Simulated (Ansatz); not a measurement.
Consider the isomerisation: `[GeH3][CH]1C[SiH2]1` → `[SiH3]/C=[CH]/[GeH3]`.

Program: Ansatz. Geometries: PBE0-D4/def2-TZVP. ΔE: electronic, gas phase. CBS: MP2 limit from def2 TZ/QZ plus the TZ coupled-cluster correction, frozen cores. DFT in def2-TZVPP. For Ge outer-core shells are correlated without core-valence functions, which leaves a few kJ/mol of doubt a bond. Scalar relativity is left out up to krypton.

| level | ΔE (kJ/mol) |
| --- | --- |
| PBE0-D4 | -7.5 |
| r2SCANh-D4 | -11.3 |
| revPBE | -19.5 |
| r2SCAN | -12.9 |
| CAM-B3LYP | -29.5 |
| SCS-MP2/def2-TZVPP | -25.2 |
| MP2/CBS(def2) | -9.4 |
| CCSD/CBS(def2) | -24.2 |

(1) What does CCSD(T)/CBS give? (An estimate is asked.)

Largest T1 diagnostic among the species: 0.012.

## Answers

(1) The calculation gave: -22.3 kJ/mol. The listed levels differ from it by 14.8, 11.0, 2.8, 9.4, -7.2, -2.9, 12.9, -1.9 kJ/mol.

At CCSD(T), def2-SVP lies −8.5 kJ/mol from the extrapolated value and def2-TZVPP −2.8 kJ/mol. From PBE to PBE0 (25 % exact exchange), in def2-TZVPP and without D4, ΔE moves by +3.5 kJ/mol.

CCSD(T)/CBS has its own doubt, a few kJ/mol and more with outer-core shells, so smaller differences from it don't rank the levels.
